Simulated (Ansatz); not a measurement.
`[F][InH][F]` + CH₃NH₂ → `C[NH][InH][F]` + H–F at 400 K and 1 bar (ligand exchange at the In–F bond).

Gas-phase electronic energies from Ansatz, PBE0-D4/def2-TZVP geometries. CBS: MP2 limit from def2 TZ/QZ plus the TZ coupled-cluster correction, frozen cores. This one scheme is used for every species. def2 core potentials past Kr. For In outer-core shells are correlated without core-valence functions, which leaves a few kJ/mol of doubt a bond. One conformer a species, not always the lowest.

```
        species  CCSD(T)/CBS energy (Eh)  H − E (kJ/mol)  S (J/(mol·K))
  `[F][InH][F]`               -390.04654            45.2          310.7
         CH₃NH₂                -95.75281           185.4          256.0
`C[NH][InH][F]`               -385.38945           191.9          378.3
            H–F               -100.39570            36.5          182.2
```

H − E and S are ideal-gas, rigid-rotor, harmonic terms from PBE0-D4/def2-TZVP, for one conformer and one mirror image of each species. 1 Eh = 2625.50 kJ/mol, R = 8.31446 J/(mol·K).

Problem. By hand: ΔE, ΔH, ΔS and ΔG.

Solution. ΔE = (-385.38945) + (-100.39570) − (-390.04654) − (-95.75281) = 0.01420 Eh = 37.3 kJ/mol. Δ(H − E) = 191.9 + 36.5 − 45.2 − 185.4 = -2.2, so ΔH = 35.1 kJ/mol. ΔS = 378.3 + 182.2 − 310.7 − 256.0 = -6.2 J/(mol·K). ΔG = 35.1 − 400 × (-6.2)/1000 = 37.6 kJ/mol.

Problem. By hand: the equilibrium constant, and the temperature at which ΔG would vanish if ΔH and ΔS stayed fixed.

Solution. log₁₀ K = −ΔG/(RT ln 10) = -4.9. ΔH and −TΔS have one sign here, so there is no such temperature.

The number of gas molecules stays the same, so ΔS is small and ΔH decides. A doubt of 5 kJ/mol in ΔE shifts log₁₀ K by 0.7 here. Other conformers and mirror images would add mixing entropy, several J/(mol·K) or more a flexible species. These are equilibria of isolated gas molecules and say nothing of rates. Largest T1 diagnostic: 0.017 (customary marks: 0.02 for closed shells, 0.045 for open ones).

ΔS is within the doubt of such terms, so its sign, and with it that verdict, could turn.
